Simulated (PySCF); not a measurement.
## Radial density of Fe⁻ (iron, charge -1)

BLYP, [Ar] 3d7 4s2, high-spin 4F determinant. All numbers are calculated (PySCF 2.14, the non-relativistic Hamiltonian (point nucleus), in def2-TZVPPD).

```csv
r (bohr),4πr²ρ (e/bohr),4πr²(ρα − ρβ)
0.000826,0.09757,0.0000
0.00139,0.2689,0.0000
0.00234,0.7224,0.0000
0.00393,1.884,0.0001
0.00661,4.634,0.0003
0.0111,10.39,0.0007
0.0187,19.86,0.0012
0.0315,29.37,0.0017
0.0529,29.74,0.0024
0.0890,24.15,0.0117
0.150,31.97,0.0863
0.252,29.26,0.4695
0.424,13.03,1.6312
0.712,16.82,2.5856
1.20,7.852,1.6319
2.02,1.877,0.5144
3.39,0.8293,0.0706
5.70,0.1991,-0.0181
9.59,0.002988,-0.0004
```

At BLYP the highest occupied level has a positive energy, so only the finite basis holds that electron; in a semilocal or global hybrid functional this comes from self-interaction and does not mean that the real anion is unbound.

**Question.** Where is the radial spin density 4πr²(ρα − ρβ) most negative, and why is it negative at all?

**Answer.** Around r = 5.70 bohr, down to -0.0181 e/bohr: exchange with the open shell polarises the paired shells in an unrestricted calculation.
